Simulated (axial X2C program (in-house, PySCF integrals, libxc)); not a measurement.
Ω levels of IWI from open-shell CI on d4 s0 p(π)0

Calculated with an in-house all-electron X2C program for linear molecules (integrals from PySCF): two-component X2C with atomic mean-field Coulomb and Gaunt terms, basis I dyall-v3z, W dyall-v3z (cores contracted in-house). Orbitals come from Hartree–Fock averaged over the configuration W d4 s0 p(π)0; CI then distributes these electrons over the d, s, p(π) shells of W. The speed of light was multiplied by 2, so these are model numbers.

I–W–I held linear, both bonds 2.766 Å (near the minimum of the configuration average).

Active spinors (ω > 0):

```csv
shell,ω,ε (eV),character
d,3/2,-4.38,100% W d
d,5/2,-4.26,100% W d
d,1/2,-4.04,"71% W d, 22% W s"
d,1/2,-3.82,"88% W d, 6% I p"
d,3/2,-3.75,"89% W d, 8% I p"
s,1/2,1.48,"74% W s, 14% W d, 8% I p"
p(π),1/2,0.90,"89% W p, 5% W f"
p(π),3/2,0.93,"89% W p, 5% W f"
```

Lowest levels of this model:

```csv
Ω,energy (cm⁻¹),g∥,configuration
1,0,5.42,100% d4
0,14,0.00,100% d4
0,276,0.00,100% d4
1,335,2.80,100% d4
2,485,6.48,100% d4
3,829,10.00,100% d4
2,1073,7.52,100% d4
1,1127,3.78,100% d4
0,1142,0.00,100% d4
0,6400,0.00,100% d4
0,6401,0.00,100% d4
1,6695,0.01,100% d4
2,6971,4.00,100% d4
3,7232,8.00,100% d4
4,7481,11.99,100% d4
0,12263,0.00,100% d4
2,12356,5.77,100% d4
0,12596,0.00,100% d4
3,12730,6.25,100% d4
4,12973,9.98,100% d4
3,13406,7.73,100% d4
0,14155,0.00,100% d4
4,14842,6.82,100% d4
5,15143,11.09,100% d4
4,15653,7.41,100% d4
5,15820,10.91,100% d4
6,15866,13.98,100% d4
5,19721,10.20,100% d4
6,20292,12.03,100% d4
5,20994,11.81,100% d4
```

g∥ is the magnitude of 2⟨Lz + ge Sz⟩ for the +Ω component.

From Ω and g∥ of the lowest level, whose 2⟨Lz + ge Sz⟩ is positive, find ⟨Sz⟩ and ⟨Lz⟩ (ge = 2.0023).

Ω = ⟨Lz⟩ + ⟨Sz⟩ = 1 and ⟨Lz⟩ + ge⟨Sz⟩ = 2.710, so ⟨Sz⟩ = 1.71 and ⟨Lz⟩ = -0.71.

Occupations of the active spinors in the lowest level by ω, shell by shell in order of energy: -5/2: 0.06; -3/2: 0.93 0.03 0.00; -1/2: 0.17 0.76 0.00 0.00; 1/2: 0.87 0.04 0.00 0.00; 3/2: 0.08 0.13 0.00; 5/2: 0.92. The leading determinant has weight 0.71 among 269.

This point took 11 s on 1 thread of Arm Neoverse V1 (shared host).

Dynamic correlation is missing, so gaps between terms are too wide and other configurations may lie lower; the lowest level listed is that of this model, not necessarily the ground state. For d shells the ligand-field splittings (σ, π, δ) and their order can be off by a thousand cm⁻¹ or more. At most 4 roots were kept for each Ω > 0 (twice that for Ω = 0) within 3.2 eV of the lowest, so higher up levels can be missing between those listed; levels with Ω > 0 are doubly degenerate and listed once, Ω = 0 levels singly. Some active spinors are only partly of the character that their shell is named for, so the shell names and counts are nominal. States that fill the shells left empty in the average are placed too high. The molecule was held linear; bending was not examined.
